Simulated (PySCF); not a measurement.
Gas-phase reaction: 2 CuH + O ⇌ 2 Cu + H2O

Computed with PySCF and rigid-rotor harmonic-oscillator thermochemistry at 1 bar. † marks an energy on the PBE0/def2-TZVP geometry and frequencies; other levels use their own. CCSD(T) freezes the core. Open shells (unrestricted): O (multiplicity 3, electronic degeneracy 9), Cu (multiplicity 2); the rest are closed-shell singlets. Spin-orbit splitting is ignored; it lowers the true energy and changes the entropy of O. Cu: all electrons, no relativistic terms. CCSD(T) isn't extrapolated to the basis-set limit; its ΔH°(298 K) is -365.1 kJ in def2-SVP and -395.2 kJ in def2-TZVPP. The harmonic model lacks anharmonicity and excited electronic states, which grow with temperature; levels with a mode under 35 cm⁻¹ are left out. Warning, large T1 diagnostic: CuH (CCSD(T)/def2-SVP†, CCSD(T)/def2-TZVPP†).

```csv
level,"ΔE electronic, kJ","ΔH°(298 K), kJ","ΔS°(298 K), J/K","ΔG°(1200 K), kJ"
CCSD(T)/def2-SVP†,-398,-365,-33,-321
CCSD(T)/def2-TZVPP†,-428,-395,-33,-351
HF/def2-TZVP†,-384,-351,-33,-308
PBE0/def2-TZVP,-448,-415,-33,-371
LDA/def2-TZVP†,-479,-446,-33,-402
ωB97M-V/def2-TZVP†,-421,-388,-33,-345
ωB97X-V/def2-TZVP†,-431,-398,-33,-355
```
ΔH° is lowest at LDA/def2-TZVP† and highest at HF/def2-TZVP†. No reference value is set beside these.
